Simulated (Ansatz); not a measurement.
Consider the formal exchange of groups at a W–Cl bond: `[O]=[W]([F])(=[S])[Cl]` + `COC(C)(O)F` → `[O]=[W]([OH])([F])=[S]` + `COC(C)(F)Cl`.

Program: Ansatz. Geometries: PBE0-D4/def2-TZVP. ΔE: electronic, gas phase. CBS: MP2 limit from def2 TZ/QZ plus the TZ coupled-cluster correction, frozen cores. Functionals use def2-TZVPP. B3LYP here is the variant with VWN-RPA as its local correlation; programs differ in this. Elements past krypton have def2 core potentials. For W outer-core shells are correlated without core-valence functions, which leaves a few kJ/mol of doubt a bond. One conformer a species, not always the lowest.

`[O]=[W]([F])(=[S])[Cl]`:

Cartesian coordinates in Å:
```
O -0.298 1.549 0.741
W 0.029 0.087 -0.036
F 0.975 0.418 -1.585
S 1.212 -1.081 1.278
Cl -1.918 -0.974 -0.398
```

`COC(C)(O)F`:

Z-matrix (Å, degrees):
```
C
O 1 1.411
H 1 1.095 2 111.6
H 1 1.094 2 111.6 3 -122.6
H 1 1.089 2 106.4 3 118.4
C 2 1.387 1 115.6 3 73.5
O 6 1.375 2 112.0 1 66.9
C 6 1.507 2 115.2 1 -58.3
F 6 1.372 2 102.7 1 -176.4
H 7 0.965 6 107.2 2 52.5
H 8 1.089 6 108.8 2 -172.2
H 8 1.089 6 110.7 2 68.5
H 8 1.089 6 109.3 2 -52.6
```

`[O]=[W]([OH])([F])=[S]`:

```xyz
6

O     1.139    1.569   -0.336
W    -0.026    0.423    0.106
O     0.117   -1.014   -1.073
F    -1.708    1.197    0.032
S     0.376   -0.232    2.090
H     0.103   -1.942   -0.820
```

`COC(C)(F)Cl`:

Cartesian coordinates in Å:
```
C -0.198 1.414 -0.826
O -0.128 1.037 0.540
C 0.413 -0.188 0.792
C -0.260 -1.361 0.125
F 1.736 -0.188 0.428
Cl 0.360 -0.378 2.566
H 0.767 1.288 -1.323
H -0.465 2.469 -0.828
H -0.968 0.850 -1.359
H 0.207 -2.285 0.459
H -1.318 -1.374 0.384
H -0.146 -1.284 -0.958
```

(1) Is it downhill or uphill in electronic energy at CCSD(T)/CBS, and by how much? (Best estimate.)

(2) What do these levels give: r2SCAN-D4, B3LYP-D4, ωB97M-V, B2PLYP, r2SCAN, B3LYP, HF/def2-TZVPP, SCS-MP2/def2-TZVPP, CCSD/def2-TZVPP, HF/CBS(def2), MP2/CBS(def2), CCSD/CBS(def2)? (Best estimate.)

Largest T1 diagnostic among the species: 0.023, so the coupled-cluster value is less sure than usual.

Results:

(1) Ansatz gave: Uphill: ΔE = +51.2 kJ/mol.

(2) Computed: r2SCAN-D4 49.2, B3LYP-D4 47.6, ωB97M-V 47.8, B2PLYP 53.6, r2SCAN 49.4, B3LYP 48.0, HF/def2-TZVPP 58.4, SCS-MP2/def2-TZVPP 59.8, CCSD/def2-TZVPP 53.7, HF/CBS(def2) 58.6, MP2/CBS(def2) 60.8, CCSD/CBS(def2) 50.8 kJ/mol.

From PBE to PBE0 (25 % exact exchange), in def2-TZVPP and without D4, ΔE moves by +6.6 kJ/mol.
